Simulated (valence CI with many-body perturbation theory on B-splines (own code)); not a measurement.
## As XXIX: E2, M1, M2 decay

Level of theory: configuration interaction combined with many-body perturbation theory (CI+MBPT): three valence electrons over a frozen Dirac-Fock core [He], radial functions for each j: 11 s, 11 p, 9 d, 7 f, 5 g, 2 h, 1 i, with the one-electron correlation potential Σ1, the two-electron term Σ2, the three-electron term Σ3, Breit, model QED; selected CI, second order for the rest (own B-spline code, finite nucleus).

The last digits are not significant, and no measured levels were compared; by estimate large intervals hold to a few tenths of a per cent, small ones and those within an open d or f shell to about a per cent.

Lines 1 to 11 of 11 in falling wavelength, among levels below 1991.5 eV, chosen from the decays that carry over 1 % of a level's rate. Wavelengths and rates use the calculated energies. Electric multipoles are in the length gauge, E1 and E2 with the static RPA response of the core. Weak lines are less certain than strong ones. Lines between different terms over intervals too small for the method are left out, as are lines whose strength nearly cancels. The highest levels of a list are the least certain.

Levels are named by their leading jj configuration (3d3/2^4 stands for four electrons in 3d with j = 3/2), which in mixed levels can hold well under half, so a name can repeat and another be missing. Letters in brackets count levels of one name in rising energy.

| λ vac (Å) | Upper | Lower | Type | A (s⁻¹) | Branch % |
| --- | --- | --- | --- | --- | --- |
| 296.9 | (2s^2 2p3/2) J=3/2 | (2s^2 2p1/2) J=1/2 | M1 | 3.43e+05 | 100.0 |
| 7.274 | (2s 2p3/2 3p3/2) J=7/2 | (2s 2p3/2^2) J=5/2 | E2 | 2.31e+09 | 10.0 |
| 7.225 | (2s^2 3p1/2) J=1/2 | (2s^2 2p3/2) J=3/2 | E2 | 1.90e+10 | 3.8 |
| 7.196 | (2s 2p1/2 3p3/2) J=5/2 | (2s 2p1/2 2p3/2) J=5/2 | E2 | 6.17e+09 | 1.3 |
| 7.176 | (2s^2 3p3/2) J=3/2 | (2s^2 2p3/2) J=3/2 | E2 | 9.23e+09 | 1.4 |
| 7.168 | (2s 2p3/2 3d5/2) J=9/2 | (2s 2p3/2^2) J=5/2 | M2 | 1.09e+08 | 12.4 |
| 7.071 | (2s 2p3/2 3p3/2) J=7/2 | (2s 2p1/2 2p3/2) J=5/2 | E2 | 9.14e+09 | 39.6 |
| 7.038 | (2s 2p1/2 3p3/2) J=5/2 | (2s 2p1/2^2) J=1/2 | E2 | 1.04e+10 | 2.1 |
| 7.015 | (2s 2p3/2 3p3/2) J=7/2 | (2s 2p1/2 2p3/2) J=3/2 [a] | E2 | 7.80e+09 | 33.8 |
| 7.007 | (2s^2 3p3/2) J=3/2 | (2s^2 2p1/2) J=1/2 | E2 | 9.76e+09 | 1.5 |
| 6.563 | (2p1/2 2p3/2 3d5/2) J=7/2 | (2s 2p1/2 2p3/2) J=3/2 [a] | E2 | 4.82e+10 | 3.1 |
